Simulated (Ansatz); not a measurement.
Cost and result for the atomization energy of `CN1B[SiH2]1` (10 atoms, 10 bonds).

Z-matrix (Å, degrees):
```
C
N 1 1.438
H 1 1.093 2 110.5
H 1 1.093 2 110.5 3 -119.1
H 1 1.092 2 110.5 3 120.4
B 2 1.375 1 139.2 3 -120.0
Si 2 1.759 1 146.2 3 60.0
H 6 1.189 2 135.8 1 -0.0
H 7 1.487 2 114.9 1 64.0
H 7 1.487 2 114.9 1 -64.0
```

Total charge 0; spin multiplicity 1. The structure was optimised at the PBE0-D4/def2-TZVP level. Program: Ansatz. All runs use 2 threads of an Arm Neoverse V2 on a shared host. Times are those of one run each, without the atoms' runs, and a repeat can differ threefold. Electronic energies, without spin–orbit coupling; frozen cores. CCSD(T)/CBS adds CCSD(T) − MP2 in def2-TZVPP to the MP2 limit, and its time is that of the two runs behind it. T1 = 0.014.

CCSD(T)/CBS is a level of theory with its own doubt, some kJ/mol a heavy atom from the limit and from the frozen cores, so smaller differences don't rank the functionals.

```json
{"level": "LDA (SPW92)/def2-TZVPP", "functions": "219", "wall time": "1.3 s", "atomization (kcal/mol)": "969.6", "difference from CCSD(T)/CBS": "120.6", "per bond": "12.1"}
{"level": "revPBE-D4/def2-TZVPP", "functions": "219", "wall time": "2.2 s", "atomization (kcal/mol)": "848.7", "difference from CCSD(T)/CBS": "-0.3", "per bond": "0.0"}
{"level": "CCSD(T)/def2-SVP", "functions": "90", "wall time": "2.5 s", "atomization (kcal/mol)": "804.3", "difference from CCSD(T)/CBS": "-44.7", "per bond": "-4.5"}
{"level": "PBE-D4/def2-TZVPP (with forces)", "functions": "219", "wall time": "2.7 s", "atomization (kcal/mol)": "868.0", "difference from CCSD(T)/CBS": "19.0", "per bond": "1.9"}
{"level": "BHLYP-D4/def2-TZVPP", "functions": "219", "wall time": "2.7 s", "atomization (kcal/mol)": "834.3", "difference from CCSD(T)/CBS": "-14.7", "per bond": "-1.5"}
{"level": "CAM-B3LYP-D4/def2-TZVPP", "functions": "219", "wall time": "3.2 s", "atomization (kcal/mol)": "858.6", "difference from CCSD(T)/CBS": "9.6", "per bond": "1.0"}
{"level": "r2SCAN-D4/def2-TZVPP (with forces)", "functions": "219", "wall time": "4.8 s", "atomization (kcal/mol)": "854.7", "difference from CCSD(T)/CBS": "5.7", "per bond": "0.6"}
{"level": "B2PLYP/def2-TZVPP", "functions": "219", "wall time": "5.5 s", "atomization (kcal/mol)": "844.7", "difference from CCSD(T)/CBS": "-4.3", "per bond": "-0.4"}
{"level": "ωB97X-V/def2-TZVPP", "functions": "219", "wall time": "8.5 s", "atomization (kcal/mol)": "856.8", "difference from CCSD(T)/CBS": "7.8", "per bond": "0.8"}
{"level": "ωB97M-V/def2-TZVPP (with forces)", "functions": "219", "wall time": "12 s", "atomization (kcal/mol)": "856.3", "difference from CCSD(T)/CBS": "7.3", "per bond": "0.7"}
{"level": "MP2/def2-QZVPP", "functions": "421", "wall time": "19 s", "atomization (kcal/mol)": "849.7", "difference from CCSD(T)/CBS": "0.7", "per bond": "0.1"}
{"level": "CCSD(T)/def2-TZVPP", "functions": "219", "wall time": "62 s", "atomization (kcal/mol)": "826.6", "difference from CCSD(T)/CBS": "-22.4", "per bond": "-2.2"}
{"level": "CCSD(T)/CBS(def2)", "functions": "–", "wall time": "81 s", "atomization (kcal/mol)": "849.0", "difference from CCSD(T)/CBS": "0.0", "per bond": "0.0"}
```

Leaving LDA and LC-ωPBE aside and taking each functional with its dispersion term where it has one, the values spread over 33.7 kcal/mol, from BHLYP-D4 to PBE-D4. LDA lies +105.9 kcal/mol from PBE without D4, its usual overbinding. The D4 term adds +6.9 kcal/mol with B3LYP and +3.6 kcal/mol with PBE0; it sums over pairs of atoms, weighted by their polarisabilities, and B3LYP, whose exchange is more repulsive, gets the larger term. From PBE to PBE0 (25 % exact exchange), in def2-TZVPP and without D4, the atomization energy moves by −12.2 kcal/mol: exact exchange takes away binding that semilocal exchange gives to molecules.

B3LYP here is the variant with VWN-RPA as its local correlation; programs differ in this.
